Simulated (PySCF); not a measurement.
ECD: `C[C@H]1CC[Si@@H](P)N1`, C4H12NPSi

Geometry:
```tsv
atom	x (Å)	y (Å)	z (Å)
C1	-1.757	1.089	-0.344
C2	-1.275	-0.034	0.573
C3	-0.967	-1.318	-0.199
C4	0.402	-1.183	-0.858
Si5	1.374	-0.212	0.452
P6	2.611	1.449	-0.428
N7	-0.046	0.321	1.257
H8	-0.995	1.313	-1.087
H9	-1.949	1.991	0.234
H10	-2.676	0.802	-0.850
H11	-2.051	-0.231	1.326
H12	-0.928	-2.142	0.515
H13	-1.753	-1.531	-0.925
H14	0.814	-2.162	-1.091
H15	0.329	-0.632	-1.795
H16	2.120	-1.086	1.377
H17	3.180	1.789	0.784
H18	3.673	0.629	-0.762
H19	-0.116	1.156	1.814
```

The calculation used TDDFT CAM-B3LYP/def2-SVPD circular dichroism and optical rotation, one conformer, gas phase (PySCF 2.14.0). Geometry: GFN2-xTB.

The molecule is flexible and this is one conformer; a measurement averages over conformers. States above about 7.8 eV (minus the energy of the highest occupied orbital) lie near or above the ionisation threshold and depend on the basis.

(1) What are the CIP labels of the stereocentres?

(2) Which excitations and rotatory strengths does the calculation give?

Answers

(1) C2 S, Si5 R.

(2) Rotatory strengths R in 10⁻⁴⁰ esu² cm², velocity form and length form (origin at the centre of mass); f in length form.
```tsv
state	E (eV)	λ (nm)	f	R (velocity)	R (length)	main
1	5.86	212	0.003	+5.2	+6.1	HOMO→LUMO 0.56, HOMO→LUMO+1 0.29
2	6.19	200	0.025	+9.4	+8.9	HOMO→LUMO 0.29, HOMO→LUMO+1 0.26
3	6.49	191	0.053	-55.0	-53.9	HOMO→LUMO+2 0.47, HOMO→LUMO+1 0.15
4	6.69	185	0.008	-15.1	-12.6	HOMO−1→LUMO 0.23, HOMO→LUMO+4 0.22
5	6.93	179	0.074	+69.4	+68.7	HOMO→LUMO+3 0.34, HOMO→LUMO+4 0.18
6	7.10	175	0.006	+6.6	+6.4	HOMO→LUMO+4 0.28, HOMO−1→LUMO+1 0.24
7	7.19	172	0.026	-14.6	-14.4	HOMO−1→LUMO+1 0.28, HOMO−1→LUMO 0.27
8	7.26	171	0.048	+60.6	+59.0	HOMO→LUMO+5 0.44, HOMO→LUMO+3 0.31
9	7.41	167	0.262	-90.1	-89.1	HOMO−1→LUMO+2 0.35, HOMO−1→LUMO+3 0.16
10	7.59	163	0.005	-5.0	-4.6	HOMO→LUMO+6 0.28, HOMO→LUMO+3 0.15
11	7.78	159	0.051	-14.1	-14.9	HOMO→LUMO+7 0.27, HOMO−2→LUMO 0.20
12	7.84	158	0.021	+44.8	+45.0	HOMO−2→LUMO 0.31, HOMO→LUMO+8 0.20
```

Among the states computed, the strongest CD band (largest |R|) is state 9. The largest dissymmetry factor in size, g = 4R/(D+G), with D and G the electric and magnetic dipole strengths, is +0.024 for state 12 (velocity form, f = 0.023), among bands with |R| over 0.5. The mirror image has the same energies and oscillator strengths and all R with the opposite sign.
